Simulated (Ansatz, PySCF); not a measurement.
Gas-phase reaction in SMILES: C[SiH](C)O[SiH3] → C[SiH]C + [O][SiH3] (the O-Si bond at the site shown breaks; other sites are not compared here)
Each molecule is optimised on its own at B3LYP-D3(BJ)/def2-TZVP (Ansatz, a first-principles code), one conformer each, not searched for the lowest. Frequencies are from Ansatz or PySCF.

Quantity: bond dissociation energy (0 K, with B3LYP-D3(BJ) harmonic zero-point energies), in eV. Valence correlation only, unless marked. UHF or UKS for open shells. No spin-orbit coupling. Non-relativistic. CBS(X,Y): correlation extrapolated as X^-3; Hartree-Fock from the larger set. The bracket is a focal-point correction in the basis named.

RI-MP2/CBS(aug-cc-pV(T+d)Z,aug-cc-pV(Q+d)Z)+[CCSD(T)-MP2]/aug-cc-pV(T+d)Z (Ansatz) gives 5.91 eV.

Q: Another calculation gave 5.13 eV. Which level was it?
A) r2SCANh/def2-TZVPD (Ansatz)
B) SVWN5/def2-TZVPD (Ansatz)
C) wB97X-V/def2-TZVPD (Ansatz)
D) BLYP/def2-TZVPD (Ansatz)

A: D, BLYP/def2-TZVPD (Ansatz). The others give 5.42 (r2SCANh), 5.73 (wB97X-V), 6.06 (SVWN5) eV.
